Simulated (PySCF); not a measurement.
Two-component Hartree-Fock for As³⁺ (arsenic, charge +3)

Start: [Ar] 3d10 4s2. Calculated with PySCF 2.14 in x2c-SVPall-2c (5s6p3d, 38 functions): generalised Hartree-Fock with the X2C-1e Hamiltonian and a Gaussian nucleus; one run each with spin-orbit coupling (SO) switched off, then screened by Boettger's factors.

| spinor shell | electrons | ε, spin-free (eV) | ε, screened SO (eV) | weight of nominal j (screened SO) | rms radius, screened SO (bohr) |
| --- | --- | --- | --- | --- | --- |
| 1s1/2 | 2 | -11975.8 | -11975.6 | 1.000 | 0.0525 |
| 2s1/2 | 2 | -1606.5 | -1606.5 | 1.000 | 0.219 |
| 2p1/2 | 2 | -1408.5 | -1433.7 | 1.000 | 0.194 |
| 2p3/2 | 4 | -1408.5 | -1396.4 | 1.000 | 0.197 |
| 3s1/2 | 2 | -260.06 | -260.06 | 1.000 | 0.639 |
| 3p1/2 | 2 | -196.25 | -199.92 | 1.000 | 0.660 |
| 3p3/2 | 4 | -196.25 | -194.47 | 1.000 | 0.670 |
| 3d3/2 | 4 | -91.162 | -91.635 | 1.000 | 0.741 |
| 4s1/2 | 2 | -48.062 | -48.063 | 1.000 | 1.91 |

Task: Where does 3d5/2 lie, and what is the 3d spin-orbit splitting (screened SO)?

Result: At -90.848 eV, 0.787 eV above 3d3/2.

```json
{"quantity": "E (hartree)", "spin-free": "-2256.59879", "screened SO": "-2256.67541"}
{"quantity": "M_J", "spin-free": "0", "screened SO": "0"}
{"quantity": "⟨J²⟩", "spin-free": "0.000", "screened SO": "0.000"}
{"quantity": "⟨L²⟩", "spin-free": "0.000", "screened SO": "0.002"}
{"quantity": "⟨S²⟩", "spin-free": "0.000", "screened SO": "0.002"}
```

Without spin-orbit coupling the j labels of p, d and f shells carry no meaning; the spin-free column gives the mean over the occupied spinors of each nl shell.
